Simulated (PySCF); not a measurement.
C₃H₁₂Si₃, triplet, at the geometry of the source list (a higher spin typed on purpose: for a closed-shell molecule this is an excited state); PySCF with MP2/6-31G*.

Here is a job for PySCF.
```python
from pyscf import gto, scf, mp

mol = gto.Mole()
mol.atom = '''
    C    -0.72460000    1.31960000   -1.00190000
    Si    1.06930000    1.46630000   -0.39030000
    C     1.77620000   -0.28610000   -0.18240000
    Si    0.74920000   -1.39110000    0.97430000
    C    -1.03470000   -1.44820000    0.31980000
    Si   -1.83250000    0.26650000    0.12820000
    H    -0.72540000    0.88890000   -2.00320000
    H    -1.15400000    2.31480000   -1.10240000
    H     1.87740000    2.23090000   -1.35800000
    H     1.10240000    2.17480000    0.89700000
    H     1.84440000   -0.76110000   -1.16110000
    H     2.79630000   -0.22150000    0.19210000
    H     1.31940000   -2.75010000    1.02070000
    H     0.76470000   -0.83970000    2.33660000
    H    -1.64380000   -2.05720000    0.98550000
    H    -1.04410000   -1.95530000   -0.64500000
    H    -1.95900000    0.90910000    1.44410000
    H    -3.18120000    0.13960000   -0.45400000
'''
mol.basis = '6-31g*'
mol.spin = 2
mol.verbose = 4
mol.build()

mf = scf.UHF(mol)
mf.kernel()

pt = mp.MP2(mf)
pt.kernel()
print('E(MP2) = %.10f' % pt.e_tot)
```

It wrote (shortened):

```
PySCF version 2.14.0

[INPUT] verbose = 4
[INPUT] num. atoms = 18
[INPUT] num. electrons = 72
[INPUT] charge = 0
[INPUT] spin (= nelec alpha-beta = 2S) = 2
[INPUT] symmetry False subgroup None
[INPUT] Mole.unit = angstrom
[INPUT] Symbol           X                Y                Z      unit          X                Y                Z       unit  Magmom
[INPUT]  1 C     -0.724600000000   1.319600000000  -1.001900000000 AA   -1.369295549860   2.493682593976  -1.893316604202 Bohr   0.0
[INPUT]  2 Si     1.069300000000   1.466300000000  -0.390300000000 AA    2.020684144997   2.770905416450  -0.737560106418 Bohr   0.0
[INPUT]  3 C      1.776200000000  -0.286100000000  -0.182400000000 AA    3.356531542452  -0.540650644238  -0.344686045121 Bohr   0.0
[INPUT]  4 Si     0.749200000000  -1.391100000000   0.974300000000 AA    1.415782812524  -2.628798011882   1.841160163164 Bohr   0.0
[INPUT]  5 C     -1.034700000000  -1.448200000000   0.319800000000 AA   -1.955299621087  -2.736701373595   0.604334414636 Bohr   0.0
[INPUT]  6 Si    -1.832500000000   0.266500000000   0.128200000000 AA   -3.462923123265   0.503612012197   0.242262889169 Bohr   0.0
[INPUT]  7 H     -0.725400000000   0.888900000000  -2.003200000000 AA   -1.370807330759   1.679777552126  -3.785499372729 Bohr   0.0
[INPUT]  8 H     -1.154000000000   2.314800000000  -1.102400000000 AA   -2.180743947748   4.374338033143  -2.083234079721 Bohr   0.0
[INPUT]  9 H      1.877400000000   2.230900000000  -1.358000000000 AA    3.547771826258   4.215790011292  -2.566248077159 Bohr   0.0
[INPUT] 10 H      1.102400000000   2.174800000000   0.897000000000 AA    2.083234079721   4.109776375704   1.695084333735 Bohr   0.0
[INPUT] 11 H      1.844400000000  -0.761100000000  -1.161100000000 AA    3.485410864148  -1.438270553406  -2.194161003232 Bohr   0.0
[INPUT] 12 H      2.796300000000  -0.221500000000   0.192100000000 AA    5.284241162121  -0.418574336591   0.363016388529 Bohr   0.0
[INPUT] 13 H      1.319400000000  -2.750100000000   1.020700000000 AA    2.493304648751  -5.196935815166   1.928843455344 Bohr   0.0
[INPUT] 14 H      0.764700000000  -0.839700000000   2.336600000000 AA    1.445073567455  -1.586803026797   4.415534062659 Bohr   0.0
[INPUT] 15 H     -1.643800000000  -2.057200000000   0.985500000000 AA   -3.106331803560  -3.887544583455   1.862325095759 Bohr   0.0
[INPUT] 16 H     -1.044100000000  -1.955300000000  -0.645000000000 AA   -1.973063046658  -3.694981491362  -1.218873350344 Bohr   0.0
[INPUT] 17 H     -1.959000000000   0.909100000000   1.444100000000 AA   -3.701973478023   1.717950019842   2.728953496484 Bohr   0.0
[INPUT] 18 H     -3.181200000000   0.139600000000  -0.454000000000 AA   -6.011596747466   0.263805766989  -0.857935660553 Bohr   0.0

nuclear repulsion = 447.321015877159
number of shells = 66
number of NR pGTOs = 282
number of NR cGTOs = 120
basis = 6-31g*
ecp = {}

******** <class 'pyscf.scf.uhf.UHF'> ********
method = UHF
initial guess = minao
damping factor = 0
level_shift factor = 0
DIIS = <class 'pyscf.scf.diis.CDIIS'>
diis_start_cycle = 1
diis_space = 8
diis_damp = 0
SCF conv_tol = 1e-09
SCF conv_tol_grad = None
SCF max_cycles = 50
direct_scf = True
direct_scf_tol = 1e-13
number electrons alpha = 37  beta = 35
Set gradient conv threshold to 3.16228e-05
init E= -987.844666825163

cycle= 1 E= -986.937679644275  delta_E= 0.907  |g|= 0.28  |ddm|= 4.17

cycle= 2 E= -987.009386834905  delta_E= -0.0717  |g|= 0.0981  |ddm|= 0.795

cycle= 3 E= -987.018312335606  delta_E= -0.00893  |g|= 0.0534  |ddm|= 0.398

cycle= 4 E= -987.021600356935  delta_E= -0.00329  |g|= 0.0203  |ddm|= 0.198

cycle= 5 E= -987.023627895656  delta_E= -0.00203  |g|= 0.0214  |ddm|=  0.2

cycle= 6 E= -987.024067914455  delta_E= -0.00044  |g|= 0.0224  |ddm|= 0.037

cycle= 7 E= -987.020815112832  delta_E= 0.00325  |g|= 0.0119  |ddm|= 0.404

cycle= 8 E= -987.020545534613  delta_E= 0.00027  |g|= 0.00582  |ddm|= 0.223

cycle= 9 E= -987.020641202895  delta_E= -9.57e-05  |g|= 0.00325  |ddm|= 0.0733

cycle= 10 E= -987.020695316438  delta_E= -5.41e-05  |g|= 0.00166  |ddm|= 0.0623

cycle= 11 E= -987.020710019217  delta_E= -1.47e-05  |g|= 0.000877  |ddm|= 0.0356

cycle= 12 E= -987.020714499351  delta_E= -4.48e-06  |g|= 0.000535  |ddm|= 0.0163

cycle= 13 E= -987.020716614081  delta_E= -2.11e-06  |g|= 0.000431  |ddm|= 0.00903

cycle= 14 E= -987.020718121224  delta_E= -1.51e-06  |g|= 0.000363  |ddm|= 0.00714

cycle= 15 E= -987.020719547392  delta_E= -1.43e-06  |g|= 0.000331  |ddm|= 0.00644

cycle= 16 E= -987.020721487849  delta_E= -1.94e-06  |g|= 0.00029  |ddm|= 0.00974

cycle= 17 E= -987.020723328221  delta_E= -1.84e-06  |g|= 0.000261  |ddm|= 0.0109

cycle= 18 E= -987.020725346777  delta_E= -2.02e-06  |g|= 0.000224  |ddm|= 0.0138

cycle= 19 E= -987.020727619437  delta_E= -2.27e-06  |g|= 0.000216  |ddm|= 0.0201

cycle= 20 E= -987.020727927348  delta_E= -3.08e-07  |g|= 0.000213  |ddm|= 0.00283

cycle= 21 E= -987.020728057672  delta_E= -1.3e-07  |g|= 0.000225  |ddm|= 0.00126

cycle= 22 E= -987.020728461  delta_E= -4.03e-07  |g|= 0.000182  |ddm|= 0.0066

cycle= 23 E= -987.020729175605  delta_E= -7.15e-07  |g|= 0.000168  |ddm|= 0.00961

cycle= 24 E= -987.02072994292  delta_E= -7.67e-07  |g|= 0.000167  |ddm|= 0.0112

cycle= 25 E= -987.020730289285  delta_E= -3.46e-07  |g|= 0.000167  |ddm|= 0.00536

cycle= 26 E= -987.020730327407  delta_E= -3.81e-08  |g|= 0.000159  |ddm|= 0.00342

cycle= 27 E= -987.020730947489  delta_E= -6.2e-07  |g|= 0.000167  |ddm|= 0.0103

cycle= 28 E= -987.020729843721  delta_E= 1.1e-06  |g|= 0.00016  |ddm|= 0.0175

cycle= 29 E= -987.020729747744  delta_E= 9.6e-08  |g|= 0.00016  |ddm|= 0.00149

cycle= 30 E= -987.020730318666  delta_E= -5.71e-07  |g|= 0.000162  |ddm|= 0.00882

cycle= 31 E= -987.020729511848  delta_E= 8.07e-07  |g|= 0.000162  |ddm|= 0.0145

cycle= 32 E= -987.020729364379  delta_E= 1.47e-07  |g|= 0.000161  |ddm|= 0.00238

cycle= 33 E= -987.020729224698  delta_E= 1.4e-07  |g|= 0.000161  |ddm|= 0.00206

cycle= 34 E= -987.020729382809  delta_E= -1.58e-07  |g|= 0.000162  |ddm|= 0.00242

cycle= 35 E= -987.020727977015  delta_E= 1.41e-06  |g|= 0.000154  |ddm|= 0.0244

cycle= 36 E= -987.020726770244  delta_E= 1.21e-06  |g|= 0.00015  |ddm|= 0.029

cycle= 37 E= -987.020725868101  delta_E= 9.02e-07  |g|= 0.000154  |ddm|= 0.0198

cycle= 38 E= -987.020725944894  delta_E= -7.68e-08  |g|= 0.000154  |ddm|= 0.00192

cycle= 39 E= -987.020726464664  delta_E= -5.2e-07  |g|= 0.000154  |ddm|= 0.0093

cycle= 40 E= -987.020726328596  delta_E= 1.36e-07  |g|= 0.000155  |ddm|= 0.00268

cycle= 41 E= -987.020726682234  delta_E= -3.54e-07  |g|= 0.000156  |ddm|= 0.00668

cycle= 42 E= -987.020726335528  delta_E= 3.47e-07  |g|= 0.000151  |ddm|= 0.00619

cycle= 43 E= -987.020725838717  delta_E= 4.97e-07  |g|= 0.000148  |ddm|= 0.0128

cycle= 44 E= -987.020726093097  delta_E= -2.54e-07  |g|= 0.00013  |ddm|= 0.0108

cycle= 45 E= -987.020723519058  delta_E= 2.57e-06  |g|= 0.000101  |ddm|= 0.0842

cycle= 46 E= -987.020721670869  delta_E= 1.85e-06  |g|= 9.11e-05  |ddm|= 0.0714

cycle= 47 E= -987.020720874385  delta_E= 7.96e-07  |g|= 8.52e-05  |ddm|= 0.0376

cycle= 48 E= -987.020719389609  delta_E= 1.48e-06  |g|= 8.96e-05  |ddm|= 0.0897

cycle= 49 E= -987.020719524138  delta_E= -1.35e-07  |g|= 9.04e-05  |ddm|= 0.00924

cycle= 50 E= -987.020719532529  delta_E= -8.39e-09  |g|= 8.8e-05  |ddm|= 0.000537
SCF not converged.
SCF energy = -987.020719532529 after 50 cycles  <S^2> = 2.0377238  2S+1 = 3.0250447

******** <class 'pyscf.mp.ump2.UMP2'> ********
nocc = (np.int64(37), np.int64(35)), nmo = (120, 120)
Init E(MP2) = -0.70495580829288
cycle = 1  E_corr(MP2) = -0.704955721189598  dE = 8.71032819e-08  norm(t2) = 1.21841e-05
cycle = 2  E_corr(MP2) = -0.704955721283936  dE = -9.43380929e-11  norm(t2) = 8.78606e-10
E(UMP2) = -987.725675253813  E_corr = -0.704955721283936
E(SCS-UMP2) = -987.718716544864  E_corr = -0.697997012335617
E_corr(same-spin) = -0.170711369082816
E_corr(oppo-spin) = -0.534244352201121
E(MP2) = -987.7256752538
```

The run did not converge; its last values are not results.
